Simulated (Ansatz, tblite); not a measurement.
Isomers of Si2Sn5 (singlet), found by a short tight-binding search and relaxed with PBE-D4/def2-SVP in Ansatz.

In the def2 sets Sn takes a core potential; there is no spin–orbit coupling. The xTB rows come from tblite. Correlated methods freeze 30 core orbitals; core or outer-core shells of Sn are correlated, in sets that lack core-valence functions.

Other spin states weren't relaxed.

A:

Cartesian coordinates in Å:
```
Si 1.076 0.145 -0.401
Si -0.648 0.953 -1.972
Sn -0.312 -1.796 -1.796
Sn 0.782 -2.193 1.046
Sn -1.654 -0.191 0.549
Sn 0.893 0.539 2.330
Sn -0.136 2.544 0.243
```

B:

Cartesian coordinates in Å:
```
Si 0.472 2.324 -0.510
Si -1.258 0.830 -0.177
Sn 2.301 0.393 -0.095
Sn -2.316 -1.461 0.331
Sn 0.147 0.506 2.147
Sn 0.522 -2.156 0.468
Sn 0.132 -0.436 -2.165
```

C:

```xyz
7

Si   -0.771   -0.145    1.428
Si    0.485    1.553    0.098
Sn    2.125    0.936   -1.810
Sn    1.708   -1.151    0.144
Sn   -0.564   -2.697    1.036
Sn   -0.922   -0.450   -1.446
Sn   -2.061    1.955    0.549
```

Question: Estimate which lies lowest at each level, and how far above it the others are (kcal/mol).

Answer: 
```
                 level    A     B     C
              GFN1-xTB  0.0  26.2  15.7
              GFN2-xTB  0.0   8.5  15.9
           HF/def2-SVP  0.0  23.5   9.2
      PBE-D4/def2-TZVP  0.0  23.6  15.6
   revPBE-D4/def2-TZVP  0.0  21.9  15.6
   r2SCAN-D4/def2-TZVP  0.0  27.1  14.6
     PBE0-D4/def2-TZVP  0.0  26.5  15.7
CAM-B3LYP-D4/def2-TZVP  0.0  23.1  13.5
          MP2/def2-SVP  0.0  33.6  23.9
         CCSD/def2-SVP  0.0  24.8  14.8
      CCSD(T)/def2-SVP  0.0  25.0  16.2
```
Point groups (tolerance 0.1 Å): A Cs, B Cs, C Cs. Lower isomers may exist.
